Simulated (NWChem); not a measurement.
Correlation energy of CH5Si

```xyz
7

C     -0.1540     1.2000     0.0000
Si     0.1699    -0.6650     0.0000
H      0.2837     1.6755     0.8917
H      0.2837     1.6755    -0.8917
H     -1.2388     1.4066     0.0000
H     -0.3918    -1.3236     1.2214
H     -0.3918    -1.3236    -1.2214
```
Charge 0, spin multiplicity 2.

Everything below was run with NWChem. The geometry was optimised at UB3LYP/def2-SVP, a minimum by its harmonic frequencies.

Basis set: 6-31G*. Each correlation energy counts from its own Hartree-Fock reference.

The correlated methods keep 6 core orbitals frozen. The Pople sets run with spherical d functions. The structure started from a generated list of species. The unpaired electrons of the parent sit in orbitals of symmetry a' (Cs labels of the run); other states weren't searched. No SCF solution was tested for a lower state. Open-shell Hartree-Fock references start from PBE0 orbitals. Coupled-cluster values serve here as a point of comparison, not as the truth.

| method | correlation energy (mHa) |
|---|---|
| CCSD(T) on ROHF | -239.8 |
| SCS-UMP2 | ___ |
| CCSD on UHF | -232.9 |
| CCSD[T] on UHF | ___ |
| CCSD[T] on ROHF | ___ |
| UMP2 | -198.6 |
| CCSD on ROHF | -234.0 |
| CCSD(T) on UHF | ___ |

Task: Fill in the missing entries.

Result: 
- SCS-UMP2, correlation energy (mHa): -203.6
- CCSD[T] on UHF, correlation energy (mHa): -238.8
- CCSD[T] on ROHF, correlation energy (mHa): -240.1
- CCSD(T) on UHF, correlation energy (mHa): -238.5
